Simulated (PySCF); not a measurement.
**TcI from Hartree–Fock to correlated methods**

State: ⁷Σ⁺ (septet), unpaired electrons σ ↑↑, π ↑↑, δ ↑↑. Set-up: PySCF, scalar-relativistic core potentials, basis sets Tc def2-TZVPP with ECP28, I def2-TZVPP with ECP28. De refers to Tc (4d5 5s2) + I in their high-spin ground configurations, without counterpoise correction. The functionals are run spin-unrestricted. A positive dipole means Tc(−)I(+).

| Level | Re (Å) | ωe (cm⁻¹) | De (eV) | μ (D) |
| --- | --- | --- | --- | --- |
| UHF | 2.809 | 180 | n/a | -4.02 |
| UHF-MP2 | 2.678 | 199 | n/a | n/a |
| UHF-SCS-MP2 | 2.699 | 195 | n/a | n/a |
| PBE | 2.685 | 191 | n/a | -1.56 |
| BP86 | 2.687 | 190 | n/a | -1.57 |
| r²SCAN | 2.693 | 195 | n/a | -2.27 |
| TPSSh | 2.692 | 193 | n/a | -2.06 |
| B3LYP | 2.715 | 187 | n/a | -2.24 |
| PBE0 | 2.687 | 196 | n/a | -2.27 |
| ωB97M-V | 2.691 | 198 | n/a | -2.46 |
| B2PLYP | 2.699 | 193 | n/a | -2.85 |

The bond length runs from 2.678 Å (UHF-MP2) to 2.809 Å (UHF).

Correlated steps freeze 4 core orbitals. De is left out where the level can put another filling of the metal’s s and d shells below the measured ground configuration, by anything from nothing to about 1 eV. These are scalar-relativistic numbers at best; spin–orbit coupling would shift them, the dissociation energy most. B2PLYP dipoles, levels and charges come from its SCF part alone. With d or f electrons several states lie close, and the lowest PBE0 determinant need not be the measured ground state.
